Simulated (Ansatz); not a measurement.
Cartesian coordinates in Å:
```
B -1.7413 -1.6322 -0.9395
Ga 0.1573 -0.9092 -0.5503
C 0.5752 0.2192 1.0681
C 0.7631 1.5480 0.4006
F 0.1582 1.4755 -0.9009
H -2.1303 -2.6789 -0.5016
H -2.5262 -1.0279 -1.6142
H 1.4221 -1.2812 -1.4185
H -0.2436 0.2258 1.7874
H 1.4845 -0.1187 1.5664
H 0.2704 2.3908 0.8882
H 1.8105 1.7888 0.2143
```

The species carries charge 0 and has multiplicity 1.

(1) List the B3LYP/def2-TZVPP orbital energies in eV (Ansatz 0.2.0). (An estimate is asked.)

Answers

(1) The calculation gave: Occupied: -10137.18, -1248.97, -1106.22, -1106.12, -1106.11, -671.63, -279.09, -276.53, -183.91, -148.98, -102.44, -102.16, -102.13, -32.71, -22.28, -22.12, -22.09, -22.04, -21.94, -20.73, -17.11, -13.99, -13.86, -13.62, -12.77, -11.19, -10.91, -9.95, -9.61, -9.50, -7.57, -7.01. Lowest empty: -2.26, -0.91, 0.94, 1.46, 1.61, 1.90, 2.25, 2.50.

B3LYP here is the variant with VWN-RPA as its local correlation; programs differ in this.
